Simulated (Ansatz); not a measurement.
In2Te3. The state is a singlet with charge 0. Geometry r2SCAN-D4/def2-SVP, basis def2-TZVP, Ansatz.

```xyz
5

In    0.974   -0.414   -0.420
In   -2.048    1.180   -0.672
Te    0.093    0.494   -2.706
Te   -0.802    0.040    1.846
Te    1.783   -1.299    1.952
```

```csv
run,HOMO (eV),LUMO (eV)
A,-8.33,-1.19
B,-5.00,-3.57
C,-5.95,-2.98
D,-5.23,-3.56
```

In the def2 sets In, Te take a core potential; there is no spin–orbit coupling. LC-ωPBE has ω = 0.4 bohr⁻¹. Another isomer (singlet) lies 0.27 eV lower at PBE0-D4/def2-TZVP; other spin states weren't run for this one.

Question: The runs used LC-ωPBE, PBE, PBE0, r2SCAN. Estimate which is which.

Answer: A LC-ωPBE (range-separated); B PBE (0 % exact exchange); C PBE0 (25 % exact exchange); D r2SCAN (0 % exact exchange). Exact exchange lowers occupied and raises empty levels; among semilocal functionals meta-GGAs tend to open the gap a little, and such runs are hard to tell apart. The gap grows from 1.42 eV (PBE) to 7.13 eV (LC-ωPBE).
